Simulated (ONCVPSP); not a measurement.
**Before and after: ONCV potential for oxygen (O)**

- Element: O (Z = 8)
- Generator: ONCVPSP 4.0.1
- Type: optimised norm-conserving Vanderbilt (ONCV)
- Functional: PBE
- Relativity: scalar-relativistic
- Frozen core: [He]
- Valence charge: 6
- Reference configuration: 2s2 2p4
- Partial waves: 2s: rc 0.95 bohr, ncon 5, nbas 9, qcut 5.6 1/bohr, 3 projectors, debl 0.5 Ha; 2p: rc 1.90 bohr, ncon 5, nbas 9, qcut 5.9 1/bohr, 2 projectors, debl 1.7 Ha; d scattering state at 0.08 Ha: rc 1.45 bohr, ncon 3, nbas 6, qcut 5.9 1/bohr, 2 projectors, debl 1.9 Ha
- Local potential: polynomial inside 0.70 bohr (lpopt 5, dvloc0 4 Ha)
- Core correction: polynomial model core, fcfact 0.3

In the s channel the program set the typed energies aside and used -0.881, 0.250, 0.750 Ha.

Change: local potential polynomial inside 0.70 bohr (lpopt 5, dvloc0 -1.5 Ha).

Cutoffs: the cutoffs (Ha) at which the residual kinetic energy of the hardest occupied pseudo-wave falls to 1 and 0.1 mHa per electron; they do not see the model core or the augmentation charge, which bear on the density cutoff. Errors are all-electron minus pseudo energies relative to the spin-unpolarised reference configuration.

What does the change do?

The potential gets neither clearly harder nor softer (203 Ha and 249 Ha → 203 Ha and 249 Ha); both files keep a bound ghost (s); the lowest positive-energy flag moves from none to d at 49.1 eV; the errors of the 4 common tests hardly move.

```tsv
quantity	base	changed
cutoff, loose	203 Ha	203 Ha
cutoff, tight	249 Ha	249 Ha
bound ghosts	s	s
GHOST(+) flags under 300 eV	none	d at 49.1 eV
error for 2s2 2p3, meV [ΔE 16.43 eV]	+96	+96
error for 2s2 2p2, meV [ΔE 50.02 eV]	+710	+710
error for 2s2 2p1, meV [ΔE 103.89 eV]	+2544	+2550
error for 2s1 2p5, meV [ΔE 14.95 eV]	-20	-20
s: phases at 0.96 bohr within 0.05 rad from the reference energy up to (Ha; the scan ends near 5)	to the end of the scan	to the end of the scan
p: phases at 1.92 bohr within 0.05 rad from the reference energy up to (Ha; the scan ends near 5)	to the end of the scan	4.6
d: phases at 1.47 bohr within 0.05 rad from the reference energy up to (Ha; the scan ends near 5)	to the end of the scan	to the end of the scan
rms error of d²Exc/dni dnj with the model core, mHa	1.65	1.65
```

 A true bound ghost makes a file unfit for plane-wave use even where its test errors are small: the radial tests pick states by their node count and pass the ghost by.
